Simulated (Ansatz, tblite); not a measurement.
Forces on the cluster Cd9O8⁺ at its PBE-D4/def2-SVP geometry. Total charge 1; doublet.

In the def2 sets Cd takes a core potential; there is no spin–orbit coupling. The xTB rows come from tblite. Single mean-field runs in def2-TZVP are fitted with def2-universal-jkfit. The structure holds 4 bonds between oxygen atoms, so isomers without such links may lie far lower. The structure comes from a short search, and lower isomers may exist.

GFN1-xTB (tblite), largest force 2.38 eV/Å:

```xyz
17
positions Å, forces eV/Å
Cd    0.268    0.930    4.028   -0.017    0.021   -0.296
Cd    1.777    0.632    1.542    0.439   -0.634    0.367
Cd   -1.209    3.098    0.558   -0.237   -0.352    0.155
Cd    2.173    0.249   -1.846   -0.116   -0.381    0.125
Cd   -2.027   -2.369    1.761   -0.352    0.447    0.275
Cd    0.168   -2.126   -2.099   -0.601    0.550   -0.136
Cd    2.410   -1.860    0.525    0.044    0.532    0.352
Cd   -2.032    0.422    1.954   -0.104   -0.303    0.294
Cd   -1.204    0.207   -1.760    0.173   -0.490   -0.255
O    -0.056   -1.737    0.515    0.047    2.192   -0.035
O     2.125    1.979   -0.358   -1.092    1.000   -0.911
O    -3.032   -0.250   -0.247   -0.259    0.306   -0.235
O     2.338   -1.819   -1.673    0.301    0.626   -0.287
O    -3.162   -1.545   -0.275   -0.143   -0.406    0.024
O     1.104    2.682   -1.042    0.968   -2.063   -0.678
O     0.584    1.826   -2.048    0.714    1.126    1.063
O    -0.223   -0.319    0.465    0.236   -2.170    0.178
```

GFN2-xTB (tblite), largest force 1.68 eV/Å:

```
Cd 0.020 0.011 -0.137
Cd 0.763 -0.040 0.409
Cd 0.143 -0.403 -0.132
Cd -0.049 -0.028 0.020
Cd -0.685 0.208 0.086
Cd -0.350 0.223 -0.154
Cd 0.394 0.148 0.052
Cd -0.723 -0.082 0.421
Cd -0.280 -0.229 -0.713
O 0.410 -1.045 0.004
O -0.354 0.209 -0.192
O 0.108 1.653 -0.151
O -0.104 0.706 0.050
O 0.023 -1.656 0.262
O 0.413 -0.837 -0.225
O 0.106 0.243 0.406
O 0.166 0.919 -0.006
```

PBE-D4/def2-TZVP (Ansatz), largest force 0.33 eV/Å:

```
Cd -0.015 -0.011 -0.024
Cd 0.016 -0.014 0.068
Cd -0.019 0.011 0.024
Cd -0.017 -0.051 0.019
Cd 0.000 -0.021 0.050
Cd -0.009 -0.024 -0.032
Cd 0.031 -0.005 0.007
Cd 0.011 0.007 0.080
Cd -0.025 -0.027 -0.057
O 0.000 -0.159 0.039
O 0.115 0.008 0.046
O -0.053 0.311 -0.023
O 0.052 0.015 -0.037
O -0.071 -0.317 -0.032
O 0.000 0.115 -0.033
O -0.021 0.008 -0.095
O 0.005 0.155 -0.002
```
